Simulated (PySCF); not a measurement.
Zn(Et) (C₂H₅Zn), SMILES C[CH2][Zn+], charge +1.

The structure is a stationary point at PBE0-D3(BJ)/def2-SVP. The multiplicity is an assumed one; other spin states were not compared. The isomer is the one that the SMILES or the coordinates give; other isomers of the formula were not compared.

Level of theory: PySCF with TDA-PBE0/def2-SVPD.

Vertical excitations. Isolated molecule, no solvent. State labels are in the subgroup Cs.

### Question
List the lowest excited states. (An estimate is asked for; the answer gives what the named calculation found.)

### Answer

```
state  symmetry  energy (eV)  λ (nm)      f                          main pairs
-----  --------  -----------  ------  -----  ----------------------------------
S1           A"         4.91     252  0.000                    HOMO−1→LUMO 99 %
S2           A'         4.97     250  0.654                      HOMO→LUMO 87 %
S3           A'         6.06     205  0.092                    HOMO−2→LUMO 90 %
S4           A'         6.92     179  0.183  HOMO→LUMO+1 79 %, HOMO−3→LUMO 17 %
S5           A"         7.05     176  0.213                    HOMO→LUMO+2 98 %
S6           A'         7.26     171  0.169  HOMO−3→LUMO 72 %, HOMO→LUMO+1 19 %
S7           A"         7.57     164  0.011                    HOMO−4→LUMO 98 %
S8           A"         8.20     151  0.003                  HOMO−1→LUMO+1 99 %
S9           A'         8.35     148  0.023                  HOMO−1→LUMO+2 97 %
S10          A'         8.67     143  0.021                    HOMO→LUMO+3 98 %
T1           A'         2.27     546      0                      HOMO→LUMO 98 %
T2           A"         4.67     265      0                    HOMO−1→LUMO 97 %
T3           A'         5.57     223      0  HOMO−2→LUMO 82 %, HOMO→LUMO+1 13 %
T4           A'         5.73     216      0  HOMO→LUMO+1 84 %, HOMO−2→LUMO 14 %
```
Triplets are in the Tamm–Dancoff approximation.
